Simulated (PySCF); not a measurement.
## From computed data to an observable: entropy of an ideal gas

ClHMoO₂S, SMILES [O]=[Mo](=[O])([SH])[Cl], multiplicity 1.

Geometry: PBE0-D3(BJ)/def2-SVP. The spin state was assumed, not searched. The structure was generated by enumeration; whether it is a known compound was not checked. The def2 effective core potentials stand for the cores of Mo; spin–orbit coupling is left out. The values are those of a single conformer.

PySCF with PBE0-D3(BJ)/def2-SVP gives the harmonic wavenumbers 119, 167, 183, 229, 293, 328, 427, 440, 629, 1051, 1079, 2693 cm⁻¹ and the rotational temperatures 0.1297, 0.0787, 0.0648 K. The molar mass is 196.47 g/mol, the symmetry number 1, the spin multiplicity 1.

Question: Work out the entropy at 298.15 K and 1 atm in the rigid-rotor, harmonic-oscillator model.

Answer: 
Translation (Sackur–Tetrode at 1 atm): S = R[1.5 ln M + 2.5 ln T − 1.16487] = 174.6 J/(mol K).
Rotation: q = (√π/σ) T^1.5/√(θA θB θC) = 355000, S = R[ln q + 3/2] = 118.7 J/(mol K).
Vibration: with u = 1.4388 ν/T, each mode gives R[u/(e^u − 1) − ln(1 − e^−u)]:
```tsv
ν (cm⁻¹)	modes	u	S (J/(mol K))
119	1	0.57	13.04
167	1	0.81	10.33
183	1	0.88	9.61
229	1	1.11	7.89
293	1	1.41	6.09
328	1	1.58	5.31
427	1	2.06	3.63
440	1	2.12	3.46
629	1	3.04	1.68
1051	1	5.07	0.32
1079	1	5.21	0.28
```
The stiffer modes add less than 0.005 each. Sum 61.7 J/(mol K).
Spin: R ln 1 = 0.0 J/(mol K).
Total 355.0 J/(mol K); the program's own thermochemistry gives 355.0. Translation makes up 49 % and vibration 17 %. Anharmonicity, hindered rotation and orbital degeneracy are left out.
